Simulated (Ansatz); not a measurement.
Consider the redistribution: `C[N](C)[MgH]` + `SC1[SiH2]C[SiH2]1` → `C[N](C)[Mg][SH]` + `C1[SiH2]C[SiH2]1`.

Calculated with Ansatz (gas phase, PBE0-D4/def2-TZVP geometries, no zero-point term in ΔE). CCSD(T)/CBS adds triple-zeta CCSD(T) − MP2 to the extrapolated MP2 energy (def2 sets, frozen cores). DFT in def2-TZVPP. B3LYP here is the variant with VWN-RPA as its local correlation; programs differ in this. For Mg outer-core shells are correlated without core-valence functions, which leaves a few kJ/mol of doubt a bond. One conformer a species, not always the lowest.

`C[N](C)[MgH]`:

```xyz
11

C    -0.775    0.598   -0.890
N    -0.088   -0.178    0.107
C     1.236    0.339    0.326
Mg   -0.825   -1.678    1.009
H    -0.253    0.592   -1.862
H    -0.879    1.659   -0.599
H    -1.787    0.218   -1.071
H     1.226    1.387    0.673
H     1.777   -0.241    1.083
H     1.852    0.321   -0.591
H    -1.483   -3.019    1.815
```

`SC1[SiH2]C[SiH2]1`:

Z-matrix (Å, degrees):
```
Si
C 1 1.904
Si 1 2.601 2 46.8
C 1 1.890 2 90.9 3 -16.5
H 1 1.488 2 115.2 3 -136.9
H 1 1.486 2 111.0 3 97.9
S 2 1.794 1 117.2 3 -124.5
H 2 1.096 1 107.5 3 109.9
H 3 1.489 1 140.7 2 -77.3
H 3 1.485 1 109.8 2 100.6
H 4 1.093 1 111.9 2 -96.0
H 4 1.089 1 117.7 2 136.7
H 7 1.345 2 98.7 1 165.2
```

`C[N](C)[Mg][SH]`:

Cartesian coordinates in Å:
```
C -0.006 1.520 0.366
N 0.053 0.092 0.197
C 1.110 -0.472 0.994
Mg -1.100 -0.906 -0.919
S -2.519 -2.119 -2.243
H 0.934 2.016 0.067
H -0.192 1.810 1.415
H -0.807 1.966 -0.234
H 2.100 -0.067 0.724
H 1.168 -1.560 0.878
H 0.974 -0.272 2.071
H -1.717 -2.009 -3.317
```

`C1[SiH2]C[SiH2]1`:

```xyz
12

C    -1.059   -0.779   -0.355
Si   -0.434    0.049    1.229
C     1.185    0.547    0.385
Si    0.331    0.140   -1.254
H    -2.087   -0.599   -0.665
H    -0.881   -1.858   -0.340
H    -0.308   -0.831    2.425
H    -1.256    1.234    1.596
H     1.987   -0.163    0.606
H     1.562    1.557    0.539
H    -0.166    1.364   -1.939
H     1.125   -0.661   -2.228
```

```csv
level,ΔE (kJ/mol)
BLYP-D4,-178.5
B3LYP-D4,-184.9
ωB97X-V,-186.9
B2PLYP,-195.5
PBE,-188.8
CCSD(T)/def2-SVP,-195.3
SCS-MP2/def2-QZVPP,-194.0
CCSD/CBS(def2),-197.2
```

**Question.** What does CCSD(T)/CBS give? (Estimate.)

**Answer.** Ansatz gave: -194.4 kJ/mol. The listed levels differ from it by 15.9, 9.5, 7.5, -1.1, 5.6, -0.9, 0.4, -2.8 kJ/mol.

Largest T1 diagnostic among the species: 0.011.

From BLYP to BHLYP (50 % exact exchange), in def2-TZVPP and without D4, ΔE moves by −6.6 kJ/mol. In def2-TZVPP, CCSD(T) changes the Hartree–Fock value by +12.1 kJ/mol (the triples alone add +2.8 kJ/mol) and MP2 by +9.0 kJ/mol. Leaving LDA and LC-ωPBE aside and taking each functional with its dispersion term where it has one, the values, not all of them listed here, spread over 23.0 kJ/mol, from r2SCAN0-D4 to revPBE-D4. LDA lies +9.1 kJ/mol from PBE without D4.
